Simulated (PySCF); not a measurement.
SMILES Clc1cccc(Br)c1 at its GFN2-xTB optimised geometry (Å):

```
12

Cl    -1.9186    -2.4299     0.0000
C     -1.0770    -0.9233     0.0000
C     -1.7916     0.2656     0.0000
C     -1.1064     1.4684     0.0000
C      0.2776     1.4941     0.0000
C      0.9680     0.2939     0.0000
Br     2.8695     0.3101     0.0000
C      0.3092    -0.9233     0.0000
H     -2.8695     0.2457     0.0000
H     -1.6561     2.3969     0.0000
H      0.8138     2.4299     0.0000
H      0.8595    -1.8509     0.0000
```

Method: CAM-B3LYP/def2-TZVP run with PySCF.

Map of the HOMO amplitude (bohr^(-3/2)) on the plane z = 0.8 Å; orbital energy -8.45 eV, overall sign arbitrary:

```
|4444444444444444444444444|
|4444444444444444444444444|
|4444444444444444444444444|
|4444444444444444444444444|
|4444444444444444444444444|
|4444444444443334444444444|
|4444444444433333444444444|
|4444444444332223444444444|
|4444444554320012345555444|
|4444445555420012355665544|
|4444455676431001357876544|
|4444456887542101368986544|
|4444456897643212368986544|
|4444455788754323456765544|
|4444445678754333455555444|
|4444444456654444444554444|
|4444433334544444444444444|
|4444432113444444444444444|
|4444331002344444444444444|
|4444432112344444444444444|
|4444433233344444444444444|
|4444443334444444444444444|
|4444444444444444444444444|
|4444444444444444444444444|
|4444444444444444444444444|
```
Scale: ten equal steps from -0.096 (start of '0') to 0.119 (end of '9'), in the order '0123456789'; x runs from -5.00 to 5.00, y from -5.00 (bottom) to 5.00 (top).
